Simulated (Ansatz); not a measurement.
Cost and result up the ladder for Sn2O6H4 (12 atoms). The state is a singlet with charge 0. Geometry: r2SCAN-D4/def2-SVP.

Cartesian coordinates in Å:
```
Sn 1.8149 0.0727 0.8887
Sn 1.2509 -1.7956 -1.7405
O -0.1091 -0.3214 -2.2613
O 0.1142 -1.1483 0.2429
O -0.4614 1.6225 0.9204
O -0.9104 0.8505 2.0963
O 2.5214 -0.4007 -0.8943
O -1.8035 -0.1243 1.6660
H 0.3598 0.5187 -2.3854
H -0.3228 -0.5709 -0.4424
H -1.1742 -0.7911 1.2482
H -1.2796 2.0880 0.6616
```

Ansatz on 4 threads of Arm Neoverse V2 on a shared host. Times are rough, and most runs start from the orbitals of an earlier one. r2SCAN0-D4/def2-TZVP serves as the yardstick here, not as an exact answer. Differences are given only for rows in sets of like size (and for xTB, whose basis is part of the method), since another set adds its own error. Binding counts from free atoms at the same level (Sn triplet, O triplet, H doublet; other spins of the atoms weren't run), without zero-point energy or a counterpoise term.

In the def2 sets Sn takes a core potential; there is no spin–orbit coupling. LC-ωPBE has ω = 0.4 bohr⁻¹. Correlated methods freeze 14 core orbitals; core or outer-core shells of Sn are correlated, in sets that lack core-valence functions. The rows differ in basis, and correlated rows in double-zeta sets carry the largest basis error. The structure holds 2 bonds between oxygen atoms, so isomers without such links may lie far lower. Another isomer (singlet) lies 0.46 eV lower at PBE0-D4/def2-TZVP; other spin states weren't run for this one.

Correlated methods converge slowly with the basis, most of all in double-zeta sets.

| level | functions | wall time | binding energy per atom (eV) | difference from r2SCAN0-D4/def2-TZVP (eV) |
| --- | --- | --- | --- | --- |
| PBE-D4/def2-TZVP (with forces) | 310 | 4.8 s | 3.47 | 0.38 |
| LC-ωPBE/def2-TZVP | 310 | 6 s | 3.21 | 0.11 |
| r2SCAN-D4/def2-TZVP | 310 | 8 s | 3.30 | 0.21 |
| PBE0-D4/def2-TZVP | 310 | 9.5 s | 3.22 | 0.12 |
| r2SCAN0-D4/def2-TZVP | 310 | 12 s | 3.09 | 0.00 |
| CCSD(T)/def2-SVP | 156 | 1.7 min | 2.95 | – |
